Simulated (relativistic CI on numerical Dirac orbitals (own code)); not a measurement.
One change at a time: Te

Base calculation: Dirac-Coulomb-Breit CI, KLI orbitals optimised for each configuration, a model potential for QED, valence Slater integrals scaled by 0.85, P86 correlation energy added to each configuration.

CI space (outside the closed core [Kr] 4d10): 5s²5p⁴, 5s²5p³6s, 5s²5p³6p, 5s²5p³5d, 5s5p⁵, 5s²5p³7s, 5s²5p³7p, 5s²5p³6d, 5s²5p³4f, 5s²5p³8s, 5s²5p³8p, 5s²5p³7d, 5s²5p³5f, 5s²5p³5g, 5s²5p³8d, 5p⁶, 5s²5p²5d², 5s²5p5d²6s, 5s²5p5d²6p, 5s²5p5d³, 5s²5p5d²7s, 5s²5p5d²7p. Double excitations out of closed p, d and f shells are left out; levels of such configurations are missing from the list, as are those of other unlisted configurations, and high levels can miss mixing partners. These lack a partner that the ground configuration has and come out too high: 5s²5p³6d, 5s²5p³4f, 5s²5p³8s, 5s²5p³8p, 5s²5p³7d.

Variants: (1) Slater integrals left unscaled; (2) no correlation estimate; (3) non-relativistic limit; (4) one mean potential for all configurations. Shifts of the energy above 5s²5p⁴ ³P2, in cm⁻¹, for the lowest level and the first level of each name with at least 55 % of one term (blank where a level changes its place among those of its configuration and J or its character, or is not in the variant):

```tsv
Level	Base	Δ(1)	Δ(2)	Δ(3)	Δ(4)	Measured
5s²5p⁴ ³P2	0.0	0.0	0.0	0.0	0.0	0.0
5s²5p⁴ ³P0	4351.2	+163.7	-17.0	-4351.2	+8.8	4706.5
5s²5p⁴ ³P1	4680.6	-92.2	-7.7	-4680.6	-178.2	4750.7
5s²5p⁴ ¹D2	11449.4	+1205.6	+3.2	-3481.9	-23.3	10557.9
5s²5p⁴ ¹S0	20500.5	+1416.7	-53.0	-5681.7	+304.9	23198.4
5s²5p³6s ⁵S°2	44238.3	-1522.1	-4622.8	-304.5	+653.6	44253.0
5s²5p³6s ³S°1	47037.7	-964.2	-4640.6	-478.7	+875.3	46652.7
5s²5p³6p ⁵P1	53295.2	-1476.3	-5450.6	-930.3	+1595.0	54160.1
5s²5p³6p ⁵P2	53347.6	-1463.7	-5450.5	-982.7	+1589.1	54199.1
5s²5p³6p ⁵P3	53595.2	-1470.9	-5450.8	-1230.3	+1588.3	54535.3
5s²5p³6p ³P1	54531.8	-1222.6	-5446.1	-956.1	+1850.7	55355.7
5s²5p³6p ³P2	54757.1	-1245.0	-5452.1	-1181.5	+1971.1	55667.8
5s²5p³6p ³P0	54870.3	-1268.5	-5449.0	-1294.6	+2000.4	55809.1
5s²5p³5d ⁵D°2	56003.2	-1321.8	-5154.3	-1631.4	+316.9	55817.3
5s²5p³5d ⁵D°3	56140.5	-1427.8	-5257.1	-1768.7	+239.3	55677.7
5s²5p³5d ⁵D°4	56150.4	-1444.0	-5267.6	-1778.7	+242.3	55816.2
5s²5p³5d ⁵D°0	56230.5	-1473.0	-5256.7	-1858.7	+254.4	55826.5
5s²5p³5d ⁵D°1	56362.1	-1651.1	-5488.1	-1990.4	-39.3	55851.5
5s²5p³5d ³D°2	58152.7	-456.3	-5131.3	-321.1	+558.2	58592.4
5s²5p³6s ³D°3	58163.0	+1095.8	-4035.0	-1543.0	+562.8	
5s²5p³5d ³D°1	59053.8	-553.1	-5252.9	-1222.3	+801.4	58746.1
5s²5p³5d ³D°3	59178.1	-1415.0	-5941.0	-1346.6	+820.8	58827.0
```

For a near-neutral ion this model can misplace configurations by up to about 10,000 cm⁻¹ (more where the count of f electrons changes) and terms by 10 to 25 % of their spread. Rates follow the energies as ν³ (E1, M1) or ν⁵ (E2), so they and the lifetimes can be off by large factors. The fine structure of a lone outer electron comes out too small, for d and f at times inverted, and misplaced configurations move strength between like terms. 20 of the 23 excited levels that our extract of the measured tables holds in this range could be paired (the sources list more); they are missed by 637 cm⁻¹ on average and 2698 at most, and levels without a partner can miss by more.

Measured levels: NIST Handbook of Basic Atomic Spectroscopic Data (Sansonetti and Martin, J. Phys. Chem. Ref. Data 34, 1559 (2005)).

Ionisation energy from the two ground configurations alone: base 9.027 eV; Slater integrals left unscaled 8.843 eV; no correlation estimate 8.009 eV. The NIST ASD value (measured) is 9.00981 eV.

LS names give the leading component of a level, which can be under half, so a name can repeat, a term be missing and a line seem to break the LS rules.
